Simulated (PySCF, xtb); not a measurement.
[(Z)-prop-1-enyl]silane (C₃H₈Si), SMILES C/C=C\[SiH3].

xtb 6.7.1 with GFN2-xTB at its own geometry gives an orbital gap of 4.55 eV and a dipole moment of 0.80 D.

Coordinates come from a r2SCAN-D4/def2-SVP optimisation.

Q: What does PBE/def2-TZVP (PySCF) give? (An estimate is asked for; the answer gives what the named calculation found.)

A: gap 4.93 eV (levels -6.37 and -1.44 eV), dipole 1.27 D.
